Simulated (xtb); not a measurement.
C$_{2}$F$_{4}$, singlet, at a GFN2-xTB geometry; GFN0-xTB with ALPB(acetone) (xtb).

Input for xtb:
```
$ xtb mol.xyz --gfn 0 --alpb acetone --json

# file mol.xyz
6

C     -0.00105308     0.00248000     0.66437482
C      0.00105308    -0.00248000    -0.66437482
F      0.00273819     1.10118120     1.39657234
F     -0.00717847    -1.09072435     1.40473865
F      0.00717847     1.09072435    -1.40473865
F     -0.00273819    -1.10118120    -1.39657234
```

Question: Write the output that xtb gives for this input, abridged.

Answer: 
```
   ID    Z sym.   atoms
    1    6 C      1, 2
    2    9 F      3-6

           -------------------------------------------------
          |                Calculation Setup                |
           -------------------------------------------------

           -------------------------------------------------
          |                 G F N 0 - x T B                 |
           -------------------------------------------------

      * Solvation model:               ALPB
        Solvent                        acetone
        Parameter file                 internal GFN-FF/ALPB
        Dielectric constant                2.0700E+01
        Reference state                gsolv [1 M gas/solution]
        Free energy shift                  6.0874E-03 Eh       3.8199E+00 kcal/mol
        Temperature                        2.9815E+02 K
        Density                            7.9000E-01 kg/L
        Solvent mass                       5.8080E+01 g/mol
        Interaction kernel             P16
        Born radius scaling (c1)           2.0623E+00
        Born radii integrator          GBOBC
        Born offset                        0.0000E+00 a0       0.0000E+00 AA
        H-bond correction              true
        Ion screening                  false
        Surface tension                    1.0000E-05 Eh       1.5569E+01 dyn/cm
        Grid points                               230 per atom

          ...................................................
          :                      SETUP                      :
          :.................................................:
          :  # basis functions                  24          :
          :  # atomic orbitals                  24          :
          :  # shells                           12          :
          :  # electrons                        36          :
          :  electronic temp.          300.0000000     K    :
          :  accuracy                    1.0000000          :
          :  -> integral cutoff          0.2500000E+02      :
          :  -> integral neglect         0.1000000E-07      :
          ...................................................

         :::::::::::::::::::::::::::::::::::::::::::::::::::::
         ::                     SUMMARY                     ::
         :::::::::::::::::::::::::::::::::::::::::::::::::::::
         :: total energy             -19.616669136633 Eh    ::
         :: total w/o Gsasa/hb       -19.617807629563 Eh    ::
         :: gradient norm              0.040171967864 Eh/a0 ::
         :: HOMO-LUMO gap              4.659605448726 eV    ::
         ::.................................................::
         :: H0 energy                -19.607242037892 Eh    ::
         :: repulsion energy           0.118050516822 Eh    ::
         :: electrostat energy        -0.075151674389 Eh    ::
         :: -> Gsolv                   0.000000000000 Eh    ::
         ::    -> Gsasa               -0.004948929725 Eh    ::
         ::    -> Gshift               0.006087422655 Eh    ::
         :: dispersion energy         -0.001179010182 Eh    ::
         :: short-range corr.         -0.051146930992 Eh    ::
         :: add. restraining           0.000000000000 Eh    ::
         :: total charge               0.000000000000 e     ::
         :::::::::::::::::::::::::::::::::::::::::::::::::::::

           -------------------------------------------------
          |                Property Printout                |
           -------------------------------------------------

    * Orbital Energies and Occupations

         #    Occupation            Energy/Eh            Energy/eV
      -------------------------------------------------------------
         1        2.0000           -0.8292836             -22.5660
       ...           ...                  ...                  ...
         6        2.0000           -0.5042304             -13.7208
         7        2.0000           -0.5024201             -13.6715
         8        2.0000           -0.4891769             -13.3112
         9        2.0000           -0.4843774             -13.1806
        10        2.0000           -0.4694641             -12.7748
        11        2.0000           -0.4648992             -12.6506
        12        2.0000           -0.4474232             -12.1750
        13        2.0000           -0.4409552             -11.9990
        14        2.0000           -0.4408543             -11.9963
        15        2.0000           -0.4367207             -11.8838
        16        2.0000           -0.4365378             -11.8788
        17        2.0000           -0.4285500             -11.6614
        18        2.0000           -0.3741278             -10.1805 (HOMO)
        19                         -0.2028905              -5.5209 (LUMO)
        20                         -0.0287073              -0.7812
        21                         -0.0283635              -0.7718
        22                          0.0954397               2.5970
        23                          0.3250412               8.8448
        24                          0.5463276              14.8663
      -------------------------------------------------------------
                  HL-Gap            0.1712373 Eh            4.6596 eV
             Fermi-level            0.0000000 Eh            0.0000 eV

     #   Z          covCN         q      C6AA      α(0)
     1   6 C        2.554     0.409    21.326     7.524
     2   6 C        2.554     0.409    21.326     7.524
     3   9 F        0.788    -0.204    11.329     3.877
     4   9 F        0.788    -0.204    11.329     3.877
     5   9 F        0.788    -0.204    11.329     3.877
     6   9 F        0.788    -0.204    11.329     3.877

 Mol. C6AA /au·bohr⁶  :        504.489026
 Mol. C8AA /au·bohr⁸  :      10861.571337
 Mol. α(0) /au        :         30.557678

Wiberg/Mayer (AO) data.
largest (>0.10) Wiberg bond orders for each atom

 ---------------------------------------------------------------------------
     #   Z sym  total        # sym  WBO       # sym  WBO       # sym  WBO
 ---------------------------------------------------------------------------
     1   6 C    3.757 --     2 C    1.697     4 F    0.953     3 F    0.953
     2   6 C    3.757 --     1 C    1.697     5 F    0.953     6 F    0.953
     3   9 F    1.093 --     1 C    0.953
     4   9 F    1.093 --     1 C    0.953
     5   9 F    1.093 --     2 C    0.953
     6   9 F    1.093 --     2 C    0.953
 ---------------------------------------------------------------------------

Topologies differ in total number of bonds
Writing topology from bond orders to xtbtopo.mol

 dipole moment from electron density (au)
     X       Y       Z
   0.0000  -0.0000  -0.0000  total (Debye):    0.000

           -------------------------------------------------
          | TOTAL ENERGY              -19.616669136633 Eh   |
          | GRADIENT NORM               0.040171967864 Eh/α |
          | HOMO-LUMO GAP               4.659605448726 eV   |
           -------------------------------------------------

normal termination of xtb
```
